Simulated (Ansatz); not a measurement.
CH6F2GeSi can be A, `C[Si](F)(F)[GeH3]`, or B, `[CH3][Ge]([F])([F])[SiH3]`.

Computed with Ansatz on PBE0-D4/def2-TZVP structures; ΔE is electronic, products minus reactants. CCSD(T)/CBS is the MP2 limit (def2-TZVPP, def2-QZVPP) plus CCSD(T) − MP2 in def2-TZVPP, frozen cores. Functionals use def2-TZVPP. B3LYP here is the variant with VWN-RPA as its local correlation; programs differ in this. For Ge outer-core shells are correlated without core-valence functions, which leaves a few kJ/mol of doubt a bond. Scalar relativity is left out up to krypton.

A:

Z-matrix (Å, degrees):
```
C
Si 1 1.846
H 1 1.092 2 110.7
H 1 1.093 2 110.7 3 -120.1
H 1 1.093 2 110.2 3 120.0
F 2 1.597 1 108.8 3 -177.4
F 2 1.597 1 108.8 3 -62.4
Ge 2 2.380 1 116.1 3 60.1
H 8 1.538 2 110.0 1 59.7
H 8 1.537 2 110.0 1 -59.4
H 8 1.535 2 110.9 1 -179.9
```

B:

```xyz
11

C    -1.086   -0.805    1.314
Ge   -0.523   -0.146   -0.412
F    -0.641   -1.480   -1.523
F    -1.760    0.949   -0.961
Si    1.586    0.913   -0.784
H    -2.083   -1.236    1.212
H    -0.397   -1.573    1.668
H    -1.118    0.011    2.037
H     2.665   -0.040   -0.419
H     1.686    1.289   -2.214
H     1.671    2.117    0.080
```

Which is lower in electronic energy at CCSD(T)/CBS, and by how much? (Best estimate.)

The calculation gave: A, by 157.8 kJ/mol.

Give E(B) − E(A) in kJ/mol with CCSD(T)/def2-TZVPP, ωB97M-V, B3LYP-D4, r2SCAN-D4, HF/def2-TZVPP, PBE0-D4, B3LYP. (Best estimate.)

Ansatz gave: CCSD(T)/def2-TZVPP 150.6, ωB97M-V 156.4, B3LYP-D4 151.1, r2SCAN-D4 155.3, HF/def2-TZVPP 150.8, PBE0-D4 152.2, B3LYP 149.4. None reverses the order clearly.

Largest T1 diagnostic: 0.012.

From PBE to PBE0 (25 % exact exchange), in def2-TZVPP and without D4, E(B) − E(A) moves by +8.0 kJ/mol.
